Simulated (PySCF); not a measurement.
Assigning NMR signals

Cartesian coordinates in Å; atom numbers follow the order of the lines, from 1:
```xyz
15

O     1.8592    1.6668    0.4857
C     2.3573    0.6296    0.1388
O     1.7321   -0.5170   -0.0087
C     0.3746   -0.4789    0.3964
F     0.3451   -0.9875    1.6743
Si   -0.6032    1.1826    0.2258
C    -1.7993   -0.2195   -0.3594
C    -0.6240   -1.1935   -0.5150
F    -0.9071   -2.4835   -0.1591
H     3.4197    0.5210   -0.1207
H    -0.8326    1.8108    1.5100
H    -0.2460    1.9945   -0.9294
H    -2.4518   -0.5810    0.4338
H    -2.3995   -0.1111   -1.2584
H    -0.2289   -1.2254   -1.5360
```

- GIAO PBE0/pcSseg-1 shieldings
- coordinates at the GFN2-xTB level
- program: PySCF
- single conformer, no relativistic terms, no solvent model

Scale: TMS for 13C (186.93 ppm), 1H (31.72 ppm) (reference shieldings calculated alike).

Problem. Assign these signals to the numbered atoms. 13C{1H} NMR (computed): δ 170.6 (CH), 118.6 (C), 93.1 (CH), 23.3 (CH2).

Solution. 
170.6 → C2, ester carbonyl carbon: lone-pair donation from the attached heteroatom keeps it upfield of a ketone carbonyl
118.6 → C4, fully substituted sp3 carbon bonded to F and O and Si: 2 electronegative neighbours deshield it
93.1 → C8, sp3 CH bonded to F: deshielded by the electronegative neighbour
23.3 → C7, sp3 CH2 bonded to Si

Problem. Assign these signals to the numbered atoms. 1H NMR (500 MHz, computed): δ 8.27 (m, 1H), 5.15 (m, 1H), 4.74 (m, 1H), 4.55 (m, 1H), 1.97 (m, 1H), 1.88 (m, 1H).

Solution. 
8.27 → H10, hydrogen on an ester carbonyl carbon
5.15 → H15, hydrogen on an sp3 CH bonded to F: its carbon carries F, which withdraws density
4.74 → H11, hydrogen on a silicon bonded to 2 C, in a 4-membered ring
4.55 → H12, hydrogen on a silicon bonded to 2 C, in a 4-membered ring
1.97 → H13, hydrogen on an sp3 CH2 bonded to Si
1.88 → H14, hydrogen on an sp3 CH2 bonded to Si

H13 and H14 lie closer than the usual error of such a calculation, so a measured spectrum could show them in the other order.

Splittings by 19F in the carbon and heteronuclear signals aren't shown, as no couplings were computed. Shifts are as computed. Against solution values, carbons near 30 ppm lie about +3 ppm off and those near 130 ppm about +5 ppm. Of 1309 compounds with measured shifts, 239 miss one by over three times the rms of a fit or turn the order of signals round; such compounds aren't used in these exercises. No couplings were computed; multiplicities are counted from neighbouring protons, with m where these are inequivalent, close in shift, in a saturated or five-membered ring or joined by F or P, and br s for small geminal =CH2 splittings.
